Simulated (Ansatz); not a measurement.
Computed with frozen-core CCSD(T)/cc-pVTZ // B3LYP-D3(BJ)/def2-TZVP run with Ansatz (a quantum-chemistry and plane-wave program).

Ansatz 0.2 input:
```yaml
crystal:
  periodic: [false, false, false]
  atoms:
    - { symbol: F, position_ang: [-0.894744, -1.484925, -0.004117] }
    - { symbol: Ga, position_ang: [0.000018, 0.000013, -0.000004] }
    - { symbol: F, position_ang: [1.733401, -0.032422, -0.005268] }
    - { symbol: F, position_ang: [-0.838675, 1.517335, 0.009389] }
basis:
  gaussian: { orbitals: cc-pVTZ }
correlation:
  method: ccsd_t
```

Output:

```
Functional definition: HF
861 factors; integrals over basis functions are off by at most 1.0e-3 eV
mean field evaluation 1: about -60455.9497 eV, gradient 4.8e1 eV
mean field evaluation 2: about -60456.0169 eV, gradient 4.8e1 eV
mean field evaluation 4: about -60459.4722 eV, gradient 1.5e0 eV
mean field evaluation 8: about -60459.4910 eV, gradient 1.2e-1 eV
mean field evaluation 16: about -60457.8936 eV, gradient 3.5e1 eV
mean field -60459.49107300 eV, -2221.8453160179 hartree, gradient 1.9e-6 eV, S^2 0.000000; 0 other end points of the search recorded, 0 dependent functions left out
12 core orbitals not correlated
reference -60459.49107300 eV, -2221.8453160179 hartree; 17, 17 occupied and 104, 104 virtual orbitals, 861 factors
second order -24.83101984 eV of doubles, -0.00000000 eV of singles
cycle   1  -23.90795360 eV  change    9.2e-1 eV  update   1.2e-1
cycle   2  -24.48715192 eV  change   -5.8e-1 eV  update   3.7e-2
cycle   3  -24.61361057 eV  change   -1.3e-1 eV  update   1.8e-2
cycle   4  -24.59473376 eV  change    1.9e-2 eV  update   4.6e-3
cycle   5  -24.58886188 eV  change    5.9e-3 eV  update   1.5e-3
cycle   6  -24.59013133 eV  change   -1.3e-3 eV  update   5.0e-4
cycle   7  -24.59005976 eV  change    7.2e-5 eV  update   1.4e-4
cycle   8  -24.58989747 eV  change    1.6e-4 eV  update   4.0e-5
cycle   9  -24.58991203 eV  change   -1.5e-5 eV  update   1.1e-5
perturbative correction -0.81641897 eV, -0.0300028436 hartree
Total energy: -60484.89740400 eV, -2222.7789814609 hartree
```

Cost: very roughly 40 core-seconds.
